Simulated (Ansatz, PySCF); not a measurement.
Pair of molecules: SiH4 (SMILES [SiH4]) (first 5 atoms) with CH2O (SMILES C=O); geometry from B3LYP-D3(BJ)/def2-TZVP.
(charge 0, multiplicity 1):
```csv
atom,x (Å),y (Å),z (Å)
Si,0.0213,0.0922,0.1766
H,-0.6505,-1.1098,0.7236
H,0.4935,0.9282,1.3042
H,-0.9386,0.8621,-0.6442
H,1.1750,-0.3225,-0.6511
C,-0.2532,-0.4548,3.9346
O,0.0609,0.0922,4.9536
H,-1.2269,-0.2684,3.4409
H,0.4111,-1.1799,3.4254
```

Basis-set superposition error: the interaction energy with monomers in their own basis, and in the dimer's basis (counterpoise).

The values were computed with Ansatz (a first-principles code); PySCF for 6-31G* rows. Values without a source in brackets are computed.

| level | uncorrected (kJ/mol) | counterpoise (kJ/mol) | difference |
|---|---|---|---|
| HF/6-31G* | 2.5 | 3.2 | 0.7 |
| HF/aug-cc-pV(Q+d)Z | 3.0 | 3.0 | 0.1 |
| SVWN5/def2-TZVPPD | -7.4 | -7.2 | 0.2 |
| BLYP/def2-TZVPPD | 3.0 | 3.1 | 0.2 |
| B97M-V/def2-TZVPPD | -3.3 | -3.1 | 0.1 |
| PBE0/def2-TZVPPD | -0.8 | -0.7 | 0.1 |
| CAM-B3LYP/def2-TZVPPD | -0.2 | -0.1 | 0.1 |
| wB97X-V/def2-TZVPPD | -3.2 | -3.1 | 0.1 |
| SCS-MP2/aug-cc-pV(Q+d)Z | -2.1 | -1.6 | 0.5 |
| CCSD(T)/aug-cc-pV(D+d)Z | -4.8 | -2.2 | 2.6 |

The error is largest for CCSD(T)/aug-cc-pV(D+d)Z (2.6 kJ/mol) and smallest for HF/aug-cc-pV(Q+d)Z (0.1 kJ/mol).
